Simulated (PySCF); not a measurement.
**A search over the determinants of SbO**

Unrestricted PBE0; basis Sb def2-TZVPPD with ECP28, O def2-TZVPPD; scalar-relativistic core potentials; PySCF 2.14. Outer shells of the fragments: Sb 4d10 5s2 5p3; O 2s2 2p4.

Followed along the bond (rough minima from three points):

```json
{"2Ms+1": "2", "unpaired": "π ↑", "⟨S²⟩ at the start": "0.88", "R at minimum (Å)": "1.81", "Te (eV)": "0.00"}
{"2Ms+1": "4", "unpaired": "π ↑↑↑", "⟨S²⟩ at the start": "3.76", "R at minimum (Å)": "2.04", "Te (eV)": "1.61"}
{"2Ms+1": "6", "unpaired": "σ ↑↑, π ↑↑↑", "⟨S²⟩ at the start": "8.76", "R at minimum (Å)": "none in the scan", "Te (eV)": "≤ 6.13"}
```

Solutions found at the starting distance of 1.965 Å, counted from the lowest of them; the search is not exhaustive and high or unbound solutions are not listed, so other states can lie among these:

```json
{"2Ms+1": "2", "unpaired": "π ↑", "term": "²Π", "E (eV)": "0.00", "⟨S²⟩": "0.88", "⟨Lz²⟩": "1.01", "μ (D)": "-3.97"}
{"2Ms+1": "4", "unpaired": "π ↑↑↑", "term": "⁴Π", "E (eV)": "1.29", "⟨S²⟩": "3.76", "⟨Lz²⟩": "1.01", "μ (D)": "-1.66"}
{"2Ms+1": "2", "unpaired": "π ↑↑↓", "term": "mixed", "E (eV)": "1.65", "⟨S²⟩": "1.76", "⟨Lz²⟩": "3.03", "μ (D)": "-1.66"}
{"2Ms+1": "4", "unpaired": "σ ↑, π ↑↑", "term": "⁴Σ⁻", "E (eV)": "2.20", "⟨S²⟩": "3.76", "⟨Lz²⟩": "0.00", "μ (D)": "-2.84"}
{"2Ms+1": "2", "unpaired": "σ ↓, π ↑↑", "term": "mixed", "E (eV)": "2.56", "⟨S²⟩": "1.76", "⟨Lz²⟩": "0.00", "μ (D)": "-2.80"}
{"2Ms+1": "2", "unpaired": "π ↑", "term": "mixed", "E (eV)": "2.84", "⟨S²⟩": "0.75", "⟨Lz²⟩": "3.02", "μ (D)": "-1.57"}
{"2Ms+1": "2", "unpaired": "σ ↑", "term": "mixed", "E (eV)": "2.99", "⟨S²⟩": "1.10", "⟨Lz²⟩": "0.00", "μ (D)": "-2.51"}
{"2Ms+1": "4", "unpaired": "σ ↑, π ↑↑", "term": "mixed", "E (eV)": "4.18", "⟨S²⟩": "3.76", "⟨Lz²⟩": "2.01", "μ (D)": "-1.05"}
{"2Ms+1": "4", "unpaired": "σ ↑, π ↑↑", "term": "mixed", "E (eV)": "4.54", "⟨S²⟩": "3.76", "⟨Lz²⟩": "2.01", "μ (D)": "-1.20"}
{"2Ms+1": "2", "unpaired": "σ ↓, π ↑↑", "term": "mixed", "E (eV)": "4.66", "⟨S²⟩": "1.77", "⟨Lz²⟩": "2.02", "μ (D)": "-0.87"}
{"2Ms+1": "4", "unpaired": "σ ↑↑, π ↑", "term": "⁴Π", "E (eV)": "4.95", "⟨S²⟩": "3.76", "⟨Lz²⟩": "1.01", "μ (D)": "-1.71"}
{"2Ms+1": "6", "unpaired": "σ ↑↑, π ↑↑↑", "term": "⁶Π", "E (eV)": "6.70", "⟨S²⟩": "8.76", "⟨Lz²⟩": "1.01", "μ (D)": "0.80"}
{"2Ms+1": "6", "unpaired": "σ ↑, π ↑↑↑↑", "term": "⁶Σ⁺", "E (eV)": "7.09", "⟨S²⟩": "8.75", "⟨Lz²⟩": "0.00", "μ (D)": "2.63"}
```

A term symbol is given only where ⟨S²⟩ and ⟨Lz²⟩ are close to those of a pure state; real π, δ and φ orbitals otherwise mix terms. A positive dipole means Sb(−)O(+).

Compare the gap between the two lowest followed solutions at the starting distance with the gap between their minima.

At PBE0 the second solution (quartet, unpaired electrons π ↑↑↑) lies +1.29 eV from the first (doublet, unpaired electrons π ↑) at 1.965 Å and +1.61 eV at the minima; the two curves relax by different amounts, since their minima lie near 2.04 and 1.81 Å.

Spin–orbit coupling is left out. Counting both spins, an empty level lies below a filled one in some of these solutions, because spin and occupation are held.
